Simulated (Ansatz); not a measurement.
Basis-set series for BH₆NSi₂ (`B1N[SiH2][SiH2]1`). Charge 0, multiplicity 1. All single points use the PBE0-D4/def2-TZVP geometry.

| functional | basis | functions | energy (Eh) | HOMO (eV) | LUMO (eV) |
| --- | --- | --- | --- | --- | --- |
| PBE0-D4 | def2-SVP | 94 | -661.63876 | -7.13 | -0.66 |
| PBE0-D4 | def2-QZVPP | 434 | -661.95756 | -7.13 | -0.87 |
| ωB97M-V | def2-SVP | 94 | -661.88576 | -9.12 | 1.42 |
| ωB97M-V | def2-QZVPP | 434 | -662.20793 | -9.15 | 0.97 |

(1) Give the rows for def2-TZVPP. (Best estimate.)

## Answers

(1) The calculation gave: 
| functional | basis | functions | energy (Eh) | HOMO (eV) | LUMO (eV) |
| --- | --- | --- | --- | --- | --- |
| PBE0-D4 | def2-TZVPP | 230 | -661.93337 | -7.12 | -0.83 |
| ωB97M-V | def2-TZVPP | 230 | -662.18541 | -9.14 | 1.12 |

Positive LUMOs are unbound and depend on the basis.

Program: Ansatz 0.2.0.
